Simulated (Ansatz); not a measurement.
Cost and result up the ladder for the cluster Ge₂C (3 atoms). Charge 0, multiplicity 1. Geometry: r2SCAN-D4/def2-TZVP.

```tsv
atom	x (Å)	y (Å)	z (Å)
Ge1	0.4292	0.1437	1.5200
Ge2	0.1335	-0.2264	-1.5640
C3	-0.5627	0.0827	0.0440
```

Ansatz on 4 threads of Arm Neoverse V1 on a shared host. Times are rough, and most runs start from the orbitals of an earlier one. PBE0-D4/def2-TZVP serves as the yardstick here, not as an exact answer. Binding counts from free atoms at the same level (Ge triplet, C triplet; other spins of the atoms weren't run), without zero-point energy or a counterpoise term.

HSE06 is defined as in plane-wave codes, on full-range PBE exchange. Correlated methods freeze 19 core orbitals; core or outer-core shells of Ge are correlated, in sets that lack core-valence functions. The structure comes from a short search, and lower isomers may exist.

Correlated methods converge slowly with the basis.

| level | functions | wall time | binding energy per atom (eV) | difference from PBE0-D4/def2-TZVP (eV) |
| --- | --- | --- | --- | --- |
| PBE-D4/def2-TZVP (with forces) | 127 | 0.95 s | 3.48 | 0.22 |
| BLYP-D4/def2-TZVP | 127 | 1 s | 3.37 | 0.11 |
| PBE0-D4/def2-TZVP | 127 | 1.1 s | 3.26 | 0.00 |
| HSE06-D4/def2-TZVP | 127 | 2 s | 3.26 | 0.00 |
| r2SCAN-D4/def2-TZVP | 127 | 2.4 s | 3.29 | 0.03 |
| CCSD(T)/def2-TZVPP | 127 | 5 s | 3.16 | -0.10 |
